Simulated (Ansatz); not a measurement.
The first iterations of a band of C2H9B2N (14 atoms, charge 0, multiplicity 1).

The calculation used RKS r2SCAN-D4/STO-3G (Ansatz 0.2.0).

```
movable images  : 5
climbing image  : yes
spring          : 5.0 eV/Å²
optimiser       : quadratic models (default)
start path      : IDPP
force threshold : 0.03 eV/Å
iteration limit : 60
end points      : relaxed
```

Image 0:

```xyz
14
Properties=species:S:1:pos:R:3
C -0.721 1.600 0.261
B -0.104 0.144 0.323
C 0.888 -0.176 1.515
B -0.521 -1.018 -0.790
N 0.181 -1.271 -1.958
H -0.110 2.360 0.767
H -0.954 1.949 -0.754
H -1.683 1.561 0.802
H 1.907 0.049 1.154
H 0.895 -1.229 1.824
H 0.727 0.453 2.401
H -1.470 -1.691 -0.608
H -0.082 -2.000 -2.651
H 1.036 -0.762 -2.258
```

Image 6:

```xyz
14
Properties=species:S:1:pos:R:3
C -0.980 1.343 0.558
B 0.156 0.328 0.124
C 1.447 0.226 1.034
B -0.013 -0.586 -1.255
N -0.641 -1.821 -1.307
H -0.791 1.861 1.508
H -1.100 2.110 -0.223
H -1.956 0.839 0.626
H 2.320 -0.230 0.551
H 1.188 -0.413 1.897
H 1.742 1.198 1.457
H 0.419 -0.190 -2.276
H -0.738 -2.390 -2.172
H -1.067 -2.304 -0.492
```

| iteration | highest image above the first end (eV) | largest band force component (eV/Å) |
| --- | --- | --- |
| 1 | 0.620 | 1.683 |
| 2 | 0.226 | 0.655 |
| 3 | 0.166 | 0.242 |

Task: Does the band converge within its limit, and where does its top end?

Result: The forces met the threshold. It ended after 10 iterations with the highest image 0.138 eV above the first end. A vibrational analysis at the climbing image gives 2 clearly imaginary modes (106i, 73i cm⁻¹): a point of higher order, so a lower path passes nearby. Limits of this set-up: minimal basis.

Time of the run: 3.3 min on 1 thread of Arm Neoverse V1, with other jobs on the host, peak memory 0.2 GiB.
